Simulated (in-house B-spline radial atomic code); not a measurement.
Configurations of La+, with energies counted from [Xe] 5d2. Level of theory: Dirac-Hartree-Fock, average of configuration, Fermi nucleus of rms radius 4.855 fm; calculated with a radial B-spline atomic code at the basis-set limit. Energies include first-order Breit, QED and recoil terms.

Occupations are held fixed; configurations that lie above the ionisation limit could autoionise.

| configuration | E - E(ref) (eV) | highest orbital | its <r> (bohr) |
| --- | --- | --- | --- |
| [Xe] 4f1 5d1 | 2.9784 | 5d5/2 | 3.266 |
| [Xe] 5d1 8p1 | 7.4405 | 8p3/2 | 16.92 |
| [Xe] 5d1 6f1 | 7.724 | 6f7/2 | 16.26 |
| [Xe] 5d1 9g1 | 9.1473 | 9g7/2 | 55.7 |
| [Kr] 4d10 5s2 5p5 5d3 | 20.495 | 5d5/2 | 2.808 |
| [Kr] 4d10 5s2 5p5 5d2 5g1 | 28.797 | 5g7/2 | 13.73 |
| [Kr] 4d10 5s2 5p5 5d2 9s1 | 29.096 | 9s1/2 | 21.82 |

**Question.** Order these further configurations by energy, lowest first.
A. [Kr] 4d10 5s2 5p5 5d2 7g1
B. [Xe] 5d1 9p1
C. [Kr] 4d10 5s2 5p5 5d2 8f1
D. [Xe] 5d1 9s1
E. [Kr] 4d10 5s2 5p5 5d2 8g1

**Answer.** D (7.9572 eV), B (8.1971 eV), A (29.863 eV), C (29.874 eV), E (30.124 eV).

**Question.** How far above the reference does [Kr] 4d10 5s2 5p5 5d2 9g1 lie?

**Answer.** 30.302 eV; its least bound orbital is 9g7/2 with <r> = 55.68 bohr.

**Question.** How far above the reference does [Xe] 5d1 9f1 lie?

**Answer.** 8.9869 eV; its least bound orbital is 9f7/2 with <r> = 45.98 bohr.

**Question.** How far above the reference does [Kr] 4d10 5s2 5p5 5d2 5f1 lie?

**Answer.** 27.632 eV; its least bound orbital is 5f7/2 with <r> = 9.149 bohr.
